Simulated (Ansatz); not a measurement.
`N[SiH](F)S` + H–F → `N[SiH](F)F` + H₂S  (ligand exchange at the Si–S bond)

Calculated with Ansatz (gas phase, PBE0-D4/def2-TZVP geometries, no zero-point term in ΔE). CCSD(T)/CBS adds triple-zeta CCSD(T) − MP2 to the extrapolated MP2 energy (def2 sets, frozen cores). This one scheme is used for every species. DFT in def2-TZVPP. Each species was taken in one conformer, which may not be the lowest.

Task: Is it downhill or uphill in electronic energy at CCSD(T)/CBS, and by how much? (Estimate.)

Result: The calculation gave: Downhill: ΔE = -88.5 kJ/mol.

Task: What do these levels give: LDA (SPW92), PBE-D4, ωB97M-V, B2PLYP, r2SCAN, r2SCAN0, CAM-B3LYP, HF/def2-SVP, MP2/def2-SVP, CCSD/def2-TZVPP, MP2/def2-QZVPP, SCS-MP2/def2-QZVPP? (An estimate is asked.)

Result: The calculation gave: LDA (SPW92) -80.2, PBE-D4 -75.8, ωB97M-V -91.5, B2PLYP -97.1, r2SCAN -91.4, r2SCAN0 -91.6, CAM-B3LYP -103.7, HF/def2-SVP -103.9, MP2/def2-SVP -90.6, CCSD/def2-TZVPP -96.9, MP2/def2-QZVPP -86.2, SCS-MP2/def2-QZVPP -93.6 kJ/mol.

Largest T1 diagnostic among the species: 0.011.

In def2-TZVPP, CCSD(T) changes the Hartree–Fock value by +22.3 kJ/mol (the triples alone add +4.2 kJ/mol) and MP2 by +27.3 kJ/mol. The D4 term adds +7.8 kJ/mol with B3LYP and +4.1 kJ/mol with PBE0; it sums over pairs of atoms, weighted by their polarisabilities, and B3LYP, whose exchange is more repulsive, gets the larger term. At CCSD(T), def2-SVP lies −4.6 kJ/mol from the extrapolated value and def2-TZVPP −4.2 kJ/mol.

B3LYP here is the variant with VWN-RPA as its local correlation; programs differ in this.
